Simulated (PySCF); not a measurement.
Match the calculated data to a structure.

All candidates are C7H8O3.

| technique | computed result |
| --- | --- |
| 13C NMR | chemical shifts (computed TMS as zero) by class: 177.6 (1 C), 162.5 (1 C), 136.5 (1 C), 136.1 (1 C), 96.2 (1 C), 73.2 (1 C), 56.5 (1 C) ppm [GIAO PBE0/pcSseg-1] |
| Dipole | 4.03 D [PBE0/pcSseg-1] |
| 1H NMR | chemical shifts (computed TMS as zero) by class: 7.59 (1 H), 6.93 (1 H), 5.51 (1 H), 4.96 (2 H), 3.88 (3 H) ppm [GIAO PBE0/pcSseg-1] |
| Rotational structure | rotational constants A, B, C: 3.200, 0.692, 0.573 GHz [GFN2-xTB] |
| NMR, other nuclei | isotropic shieldings of nuclei other than C and H, by class: -61 (1 O), 124 (1 O), 206 (1 O) ppm [GIAO PBE0/pcSseg-1] |

The electronic properties come from PySCF, for the isolated species, density fitting. Levels stand in brackets. One conformer (not necessarily the lowest) at the GFN2-xTB geometry, without solvent, vibrations or thermal averaging. NMR values are class means; diastereotopic atoms form classes of their own.

**Question.** Which candidate is it?
A. `CO/C=C/C1=CCOC1=O`
B. `COCc1cccc(=O)o1`
C. `O=CO[C@@H]1CCC=CC1=O`

**Answer.** A. It is `CO/C=C/C1=CCOC1=O`. Numbering: `[CH3:1][O:2]/[CH:3]=[CH:4]/[C:5]1=[CH:6][CH2:7][O:8][C:9]1=[O:10]`. Its formula, C7H8O3, gives 4 degrees of unsaturation: 1 ring and 3 π bonds in the structure found. 7 carbons fall into 7 classes; from least to most shielded: ester carbonyl carbon [C9] (177.6 ppm), vinylic carbon bearing oxygen [C3] (162.5 ppm), fully substituted alkene carbon [C5] (136.5 ppm), alkene CH carbon [C6] (136.1 ppm), alkene CH carbon [C4] (96.2 ppm), ring sp3 carbon bound to oxygen [C7] (73.2 ppm), methoxy carbon [C1] (56.5 ppm). Hydrogen classes from least to most shielded: 1 H on a vinylic carbon bearing oxygen, C3 (7.59 ppm), 1 H on an alkene CH carbon, C6 (6.93 ppm), 1 H on an alkene CH carbon, C4 (5.51 ppm), 2 H on an sp3 carbon bound to oxygen, C7 (4.96 ppm), 3 H on a methoxy carbon, C1 (3.88 ppm, a mean of values up to 0.5 ppm apart in this geometry). The other shieldings belong to: -61 ppm, ester carbonyl oxygen [O10]; 124 ppm, ester single-bonded oxygen [O8]; 206 ppm, ether oxygen [O2]. The optimised geometry has point group Cs and is an asymmetric top.

The others, at the same levels:
- `O=CO[C@@H]1CCC=CC1=O` fails: its computed 13C shifts are 196.5 (1 C), 165.1 (1 C), 157.9 (1 C), 135.5 (1 C), 77.3 (1 C), 32.3 (1 C), 30.4 (1 C) ppm, 1H shifts are 8.34 (1 H), 7.23 (1 H), 6.31 (1 H), 5.70 (1 H), 2.75 (1 H), 2.54 (1 H), 2.20 (1 H), 2.19 (1 H) ppm and rotational constant A is 2.501 GHz (against 3.200 GHz).
- `COCc1cccc(=O)o1` fails: its computed 13C shifts are 173.0 (1 C), 163.5 (1 C), 149.7 (1 C), 119.7 (1 C), 105.7 (1 C), 75.0 (1 C), 61.4 (1 C) ppm, 1H shifts are 7.44 (1 H), 6.38 (1 H), 6.24 (1 H), 4.30 (2 H), 3.71 (3 H) ppm and rotational constant A is 3.466 GHz (against 3.200 GHz).

Each candidate is one conformer, not necessarily the lowest. The conformers computed, where there is a choice (atom-mapped SMILES and torsion angles):
- `[CH3:1][O:2]/[CH:3]=[CH:4]/[C:5]1=[CH:6][CH2:7][O:8][C:9]1=[O:10]`: C1–O2–C3–C4 0°, C3–C4–C5–C6 -1°
- `[CH3:1][O:2][CH2:3][c:4]1[cH:5][cH:6][cH:7][c:8](=[O:9])[o:10]1`: C1–O2–C3–C4 -179°, O2–C3–C4–C5 -1°

The conformers of `O=CO[C@@H]1CCC=CC1=O` aren't listed.
